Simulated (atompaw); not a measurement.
# Building the PAW (atompaw) potential for zinc (Zn) (PBE, scalar-relativistic).

```json
{"Element": "Zn (Z = 30)", "Generator": "atompaw 4.2.0.5", "Type": "PAW", "Functional": "PBE", "Relativity": "scalar-relativistic", "Frozen core": "[Ne]", "Valence charge": "20", "Reference configuration": "3s2 3p6 3d10 4s1 4p0 (charge +1)", "Partial waves": "3s (bound): rc 1.10 bohr; 4s (bound): rc 1.40 bohr; 3p (bound): rc 0.70 bohr; 4p (bound, empty): rc 1.40 bohr; 3d (bound): rc 1.40 bohr; 3d channel at -1 Ry: rc 1.40 bohr", "Local potential": "ultrasoft scheme with l = 3 at 0.5 Ry, radius 0.95 bohr", "Core correction": "smooth core density matched at 0.62 bohr", "Augmentation charge": "sinc compensation charge, radius 1.30 bohr; PAW radius 1.40 bohr; waves and projectors: custom polynom2 7 10 vanderbiltortho"}
```

Poles of the logarithmic derivatives, all-electron (AE) and pseudo (PS). s: poles at -9.8 (AE) and -9.8 (PS) Ry. p: poles at -6.3 (AE) and -6.3, -1.1 (PS) Ry. d: poles at -0.4 (AE) and -0.4 (PS) Ry. Test radius 1.41 bohr.

* Lowest eigenvalue of the overlap operator: 0.65 (s channel)
* Overlap eigenvalues printed by atompaw (projector basis): 0.23, 0.816, 0.996, 216, 833, 4.7e+04
* Share of each valence orbital outside the PAW sphere: 3s 1 %, 4s 90 %, 3p 3 %, 4p 96 %, 3d 14 %

A Bessel basis up to 400 Ry misses an occupied level by 5.52 Ry, so cutoffs and ghosts were not judged.
